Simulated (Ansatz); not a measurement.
B₁₃⁺, relaxed as a singlet with RKS r2SCAN-D4/def2-SVP in Ansatz, starting from the GFN2-xTB geometry. Force threshold 0.03 eV/Å.

Another isomer (singlet) lies 2.27 eV lower at PBE0-D4/def2-TZVP; other spin states weren't run for this one.

Start:

Cartesian coordinates in Å:
```
B 2.168 -1.827 -1.627
B -0.558 0.086 -0.551
B -2.471 1.528 0.938
B 0.847 -1.498 -2.283
B -1.733 0.058 -1.651
B -2.245 0.840 -0.422
B 0.398 0.202 0.650
B -0.104 1.087 2.219
B 2.504 -1.309 -0.247
B 1.253 0.389 2.001
B -0.478 -0.735 -2.058
B -1.537 1.640 2.106
B 1.955 -0.462 0.924
```

(1) Estimate the energy that the relaxation releases and the steps that it takes.

(2) Does the start keep its bonding?

(3) Predict the relaxed structure.

## Answers

(1) 3.38 eV, in 29 steps; 1.9 min on 4 threads of Arm Neoverse V2 on a shared host. The force fell under the threshold at step 18, but the optimiser went on and released 0.010 eV more. No frequencies were taken in this run, so the end may be a saddle point.

(2) Bonds lost: B2–B11 (atoms count from 1). Bonds formed: B2–B3, B2–B13, B3–B7, B4–B9, B7–B12 (atoms count from 1).

(3) 
| atom | x (Å) | y (Å) | z (Å) |
| --- | --- | --- | --- |
| B1 | 2.479 | -1.848 | -1.707 |
| B2 | -0.702 | 0.126 | -0.190 |
| B3 | -1.751 | 1.270 | 0.762 |
| B4 | 1.119 | -1.831 | -2.411 |
| B5 | -1.385 | -0.057 | -1.719 |
| B6 | -2.167 | 0.802 | -0.712 |
| B7 | -0.288 | 0.476 | 1.382 |
| B8 | 0.227 | 1.219 | 2.838 |
| B9 | 1.472 | -0.986 | -0.849 |
| B10 | 1.259 | 0.321 | 2.071 |
| B11 | -0.157 | -0.941 | -2.249 |
| B12 | -1.134 | 1.741 | 2.198 |
| B13 | 1.027 | -0.292 | 0.585 |
Bond lengths: 22 × B–B 1.53 to 1.94 Å.
